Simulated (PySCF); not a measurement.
**Levels of Sb(20+) from EOM-EA-GCCSD**

Reference: closed-shell Sb(21+), [Ar] 3d10 4s2; one electron is added. Calculated with PySCF 2.14, two-component X2C-1e with screened spin-orbit coupling, an even-tempered Gaussian basis (20 s from 0.57 bohr⁻², ratio 2.6; 15 p from 0.74 bohr⁻², ratio 2.6; 10 d from 0.74 bohr⁻², ratio 2.6; 6 f from 0.76 bohr⁻², ratio 2.8); frozen [Ar]; the 94 highest virtual spinors dropped; of the others 70 kept and the rest restored at second order. No Breit or QED terms. Binding energies in eV.

```csv
level,Koopmans
4p1/2,583.58
4p3/2,570.87
```

Task: How does correlation move these levels?

Result: 4p1/2: second order 585.13, EOM-CCSD 584.94; 4p3/2: second order 572.46, EOM-CCSD 572.33.

For comparison, the ionisation energy of Sb(20+) is 584 ± 4 eV (theoretical estimate listed by NIST; NIST Atomic Spectra Database, ionization energies).
